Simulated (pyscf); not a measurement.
**HO–GaH₂ (SMILES [OH][GaH2]), singlet**

Gas-phase minimum from PySCF at ωB97X-D3(BJ)/def2-SVP, one conformer. 

```xyz
5

O      0.5244    -0.1313     1.4694
Ga     0.9966    -0.5136    -0.2103
H     -0.4154     0.0265     1.6099
H     -0.1306    -0.5636    -1.2948
H      2.5227    -0.7578    -0.3917
```
Charge 0, spin multiplicity 1.

Bonds (Å): O1–Ga2 1.786, O1–H3 0.963, Ga2–H4 1.565, Ga2–H5 1.556. Bond angles (°): Ga2–O1–H3 115.5, O1–Ga2–H4 117.9, O1–Ga2–H5 113.7, H4–Ga2–H5 128.4.

Properties at ωB97X-D3(BJ)/def2-SVP:

| Property | Result |
|---|---|
| Harmonic wavenumbers, unscaled | 472, 502, 633, 713, 761, 808, 2014, 2053, 3920 cm⁻¹ |
| Zero-point energy | 17.0 kcal/mol |
| Rotational symmetry number | 1 |
| Entropy of this conformer at 298 K and 1 atm, rigid rotor and harmonic oscillator, modes under 100 cm⁻¹ raised to 100 | 262.6 J/(mol K) |
| Dipole moment | 1.49 D |

Single-point totals, which compare only within one level (frozen core for MP2 and CC):

```
level                   total energy (hartree)
----------------------  ----------------------
ωB97X-D3(BJ)/def2-TZVP             -2001.90389
PBE/def2-TZVP                      -2001.54863
r²SCAN/def2-TZVP                   -2001.87726
B3LYP-D3(BJ)/def2-TZVP             -2001.98552
PBE0-D3(BJ)/def2-TZVP              -2001.58996
M06-2X/def2-TZVP                   -2001.88677
ωB97M-D3(BJ)/def2-TZVP             -2001.96821
HF/def2-TZVPP                      -1999.90686
MP2/def2-TZVPP                     -2000.38920
CCSD/def2-TZVPP                    -2000.39550
CCSD(T)/def2-TZVPP                 -2000.41312
```

The CCSD(T) − MP2 part came from Ansatz, without density fitting, on the same reference. The frozen core leaves the outer d or s,p core shells of the metals and heavy elements correlated in the MP2 and CC values, and def2-TZVPP describes them poorly, so these totals are far from the basis limit. Elements up to Kr have no core potential and no relativistic terms here.
